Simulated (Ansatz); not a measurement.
`C[O][GeH2][Cl]` + H₂ → `[Cl][GeH3]` + CH₃OH  (hydrogenolysis of a Ge–O bond)

Isolated molecules relaxed with PBE0-D4/def2-TZVP in Ansatz; ΔE leaves out vibrations. CCSD(T)/CBS adds triple-zeta CCSD(T) − MP2 to the extrapolated MP2 energy (def2 sets, frozen cores). This one scheme is used for every species. Functionals use def2-TZVPP. B3LYP here is the variant with VWN-RPA as its local correlation; programs differ in this. For Ge outer-core shells are correlated without core-valence functions, which leaves a few kJ/mol of doubt a bond. Scalar relativity is left out up to krypton. Each species was taken in one conformer, which may not be the lowest.

`C[O][GeH2][Cl]`:

```xyz
9

C    -0.469   -1.320   -0.275
O     0.649   -0.461   -0.267
Ge    0.399    1.210    0.255
Cl    2.335    2.102    0.146
H    -0.132   -2.300   -0.616
H    -0.908   -1.439    0.724
H    -1.254   -0.972   -0.960
H    -0.082    1.243    1.714
H    -0.537    1.938   -0.722
```

H₂:

Cartesian coordinates in Å:
```
H -0.240 0.285 0.020
H 0.240 -0.285 -0.020
```

`[Cl][GeH3]`:

```xyz
5

Cl    1.141   -1.505    0.642
Ge   -0.092    0.121   -0.052
H    -0.998   -0.439   -1.152
H     0.849    1.204   -0.588
H    -0.900    0.618    1.151
```

CH₃OH:

```xyz
6

C    -0.308   -0.075    0.163
O     0.985    0.467    0.019
H    -0.653    0.181    1.165
H    -0.315   -1.168    0.069
H    -1.019    0.344   -0.560
H     1.310    0.252   -0.857
```

```csv
level,ΔE (eV)
PBE-D4,0.06
B3LYP-D4,0.09
r2SCAN0-D4,0.07
HF/def2-QZVPP,-0.06
```

Question: What does CCSD(T)/CBS give? (Best estimate.)

Answer: The calculation gave: +0.10 eV. The listed levels differ from it by -0.04, -0.01, -0.03, -0.16 eV.

Question: What do rigid-rotor, harmonic-oscillator terms from PBE0-D4/def2-TZVP frequencies (298.15 K, 1 bar) make of the CCSD(T)/CBS value? (Best estimate.)

Answer: The calculation gave: ΔZPE = +0.19 eV, ΔH = +0.23 eV, ΔS = 18 J/(mol·K), ΔG = +0.18 eV. Modes under 50 cm⁻¹ make the entropy rough.

Largest T1 diagnostic among the species: 0.011.

From BLYP to BHLYP (50 % exact exchange), in def2-TZVPP and without D4, ΔE moves by −0.04 eV. At CCSD(T), def2-SVP lies −0.04 eV from the extrapolated value and def2-TZVPP +0.01 eV. Leaving LDA and LC-ωPBE aside and taking each functional with its dispersion term where it has one, the values, not all of them listed here, spread over 0.13 eV, from HSE06-D4 to BLYP-D4.
